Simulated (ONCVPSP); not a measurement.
# Pseudopotential generation for As: ONCV, PBEsol, scalar-relativistic.

- Element: As
- Generator: ONCVPSP 4.0.1
- Type: optimised norm-conserving Vanderbilt (ONCV)
- Functional: PBEsol
- Relativity: scalar-relativistic
- Frozen core: [Ar]
- Valence charge: 15
- Reference configuration: 3d10 4s2 4p1 (charge +2)
- Partial waves: 4s: rc 1.55 bohr, ncon 3, nbas 7, qcut 3.8 1/bohr, 2 projectors, debl 2.5 Ha; 4p: rc 2.00 bohr, ncon 4, nbas 7, qcut 3.7 1/bohr, 3 projectors, debl 3.3 Ha; 3d: rc 0.90 bohr, ncon 4, nbas 9, qcut 15.8 1/bohr, 1 projector
- Local potential: polynomial inside 0.70 bohr (lpopt 5, dvloc0 -1 Ha)
- Core correction: Teter function, fcfact 5, rcfact 1.35

All-electron outer shells of the reference configuration (PBEsol, scalar-relativistic, ld1.x):

```csv
shell,level (eV),outermost node (bohr),outermost maximum (bohr)
3s,-211.29,0.25,0.52
3p,-154.85,0.22,0.52
3d,-61.96,–,0.47
4s,-33.49,0.73,1.57
4p,-22.70,0.77,1.83
```

Problem. Does the generator finish with these settings?

Solution. Yes, a potential is produced and its reference levels are reproduced.

Problem. Estimate the cutoffs (Ha) at which the residual kinetic energy of the hardest occupied pseudo-wave falls to 1 and 0.1 mHa per electron.

Solution. 111 Ha and 126 Ha.

Problem. What does a ghost test show?

Solution. Ghosts flagged at negative energy: s at -223.5 eV; GHOST(+) flagged for p at 181.8 eV. A true bound ghost makes a file unfit for plane-wave use.

Problem. Which valence shell sets the plane-wave cutoff?

Solution. 3d: 111 Ha for 1 mHa per electron, against 27 Ha for 4s.

Problem. Tests: 3d10 4s2 4p3; 3d10 4s2 4p2; 3d10 4s2 4p0; 3d10 4s2 4p2.5. Which has the largest error in its energy relative to the reference configuration, and how large is it?

Solution. 3d10 4s2 4p0, with -7.9 meV (all-electron minus pseudo) on +27.72 eV.
